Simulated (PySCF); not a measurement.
Ionisation energy of P⁺ by level of theory

P⁺ [Ne] 3s2 3p2 (3P) → P²⁺ [Ne] 3s2 3p1 (2P), as a difference of total energies. Calculation: PySCF 2.14, in cc-pVTZ-DK; scalar relativity by spin-free X2C-1e. Correlated levels: valence: [Ne] frozen. The calculations carry no spin-orbit coupling.

```tsv
method	ionisation energy (eV)
UHF	19.151
B3LYP	19.727
LDA	19.805
MP2 (valence)	19.598
SCS-MP2 (valence)	19.508
CCSD (valence)	19.636
CCSD(T) (valence)	19.670
```

Q: How much does correlation contribute at CCSD(T) (valence)?

A: 19.670 − (19.151) = 0.519 eV, measured against UHF.

The reference lies between the lowest fine-structure levels, while these numbers refer to the centres of the terms.

Errors of the correlated levels include the incompleteness of this basis and the frozen core.

For comparison: 19.769 eV (semi-empirical (NIST evaluation); NIST Atomic Spectra Database, ionization energies).
